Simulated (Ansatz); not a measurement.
The cluster La₂O₃⁻. The state is a doublet with charge -1. Geometry PBE0-D4/def2-SVPD.

```xyz
5

La    0.036    0.166    1.516
La   -0.036   -0.167   -1.516
O     1.615   -0.032   -0.035
O    -0.783    1.407   -0.136
O    -0.832   -1.374    0.171
```

In the def2 sets La takes a core potential; there is no spin–orbit coupling. LC-ωPBE has ω = 0.4 bohr⁻¹. B3LYP takes the VWN-RPA correlation. At PBE-D4/def2-TZVPD, r2SCAN-D4/def2-TZVPD, B3LYP-D4/def2-TZVPD the highest occupied level of the charge -1 doublet lies above zero (up to 0.75 eV). The electron is either unbound and held by the finite basis, or the level is raised by self-interaction error. The structure comes from a short search, and lower isomers may exist.

(1) Estimate the α-spin orbital energies around the gap (eV) in Ansatz with PBE-D4/def2-TZVPD, r2SCAN-D4/def2-TZVPD, B3LYP-D4/def2-TZVPD, LC-ωPBE/def2-TZVPD, ωB97X-V/def2-TZVPD.

Results:

(1) 
```csv
orbital,PBE-D4/def2-TZVPD,r2SCAN-D4/def2-TZVPD,B3LYP-D4/def2-TZVPD,LC-ωPBE/def2-TZVPD,ωB97X-V/def2-TZVPD
HOMO−13,-16.00,-16.68,-17.53,-21.04,-20.65
HOMO−12,-14.40,-15.23,-16.05,-19.15,-19.03
HOMO−11,-14.40,-15.23,-16.05,-19.15,-19.03
HOMO−10,-13.89,-14.74,-15.59,-18.68,-18.61
HOMO−9,-2.74,-2.91,-3.73,-6.74,-6.39
HOMO−8,-2.74,-2.91,-3.73,-6.74,-6.39
HOMO−7,-2.39,-2.56,-3.36,-6.23,-5.92
HOMO−6,-2.39,-2.56,-3.35,-6.23,-5.92
HOMO−5,-2.19,-2.29,-3.06,-5.84,-5.53
HOMO−4,-1.83,-1.93,-2.75,-5.51,-5.22
HOMO−3,-1.77,-1.93,-2.72,-5.50,-5.21
HOMO−2,-1.77,-1.93,-2.72,-5.50,-5.21
HOMO−1,-0.89,-1.05,-1.87,-4.65,-4.36
HOMO,0.75,0.71,0.55,-0.51,-0.33
LUMO,0.87,0.83,1.05,1.98,2.01
LUMO+1,1.98,2.06,2.29,3.02,3.07
LUMO+2,1.98,2.06,2.29,3.02,3.08
LUMO+3,2.14,2.27,2.43,3.62,3.67
LUMO+4,2.14,2.27,2.43,3.62,3.67
LUMO+5,2.43,2.68,2.78,3.74,3.72
β HOMO,-0.89,-1.06,-1.87,-4.65,-4.36
β LUMO,1.29,1.20,1.45,1.98,2.10
```
